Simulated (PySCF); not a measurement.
Frontier levels across methods

Compound: C7H8S.
Cartesian coordinates in Å at the PBE0-D3(BJ)/def2-SVP level; atoms count from 1:
```xyz
16
C7H8S angstrom
S     -2.7392   -1.0002   -1.2779
C     -1.9219   -0.8697    0.3491
C     -0.5140   -0.3504    0.2960
C      0.4771   -1.0301   -0.4241
C      1.7817   -0.5499   -0.4620
C      2.1178    0.6247    0.2145
C      1.1391    1.3124    0.9268
C     -0.1684    0.8266    0.9658
H     -2.5318    0.2817   -1.6490
H     -1.9434   -1.9008    0.7366
H     -2.5359   -0.2593    1.0272
H      0.2091   -1.9378   -0.9711
H      2.5442   -1.0936   -1.0251
H      3.1422    1.0031    0.1818
H      1.3915    2.2340    1.4568
H     -0.9333    1.3685    1.5294
```

Basis pcSseg-1 throughout (PySCF), one geometry. One conformer (not necessarily the lowest) at the PBE0-D3(BJ)/def2-SVP geometry, without solvent, vibrations or thermal averaging.

How do the orbital energies, the gap and the dipole change with the method?

```tsv
method	kind	HOMO (eV)	LUMO (eV)	gap (eV)	μ (D)	SCF cycles
BLYP	GGA	-5.37	-1.25	4.12	1.36	15
B97-D	GGA	-5.52	-1.32	4.20	1.43	14
PBE	GGA	-5.55	-1.43	4.12	1.42	14
KT2	GGA	-5.63	-1.42	4.21	1.43	15
LDA	LDA	-5.68	-1.67	4.01	1.46	15
B3LYP	global hybrid	-6.50	-0.70	5.80	1.44	14
PBE0	global hybrid	-6.76	-0.54	6.21	1.51	14
wB97X-D	range-separated hybrid	-8.61	1.17	9.78	1.55	13
LC-wPBE	range-separated hybrid	-9.41	1.55	10.96	1.56	13
```

The HOMO spans 4.04 eV, from BLYP down to LC-wPBE, and the gap runs from 4.01 eV (LDA) to 10.96 eV (LC-wPBE). Over the methods BLYP (0 %), B97-D (0 %), PBE (0 %), KT2 (0 %), LDA (0 %), B3LYP (20 %), PBE0 (25 %), a straight line through the gap against the share of exact exchange rises by 0.83 eV for each 10 % (correlation coefficient 0.997). The dipole ranges from 1.36 D (BLYP) to 1.56 D (LC-wPBE). This basis has no diffuse functions.

The vertical ΔSCF ionisation energy at CAM-B3LYP/def2-SVPD is 8.77 eV; −ε(HOMO) comes closest to it with wB97X-D (8.61 eV).
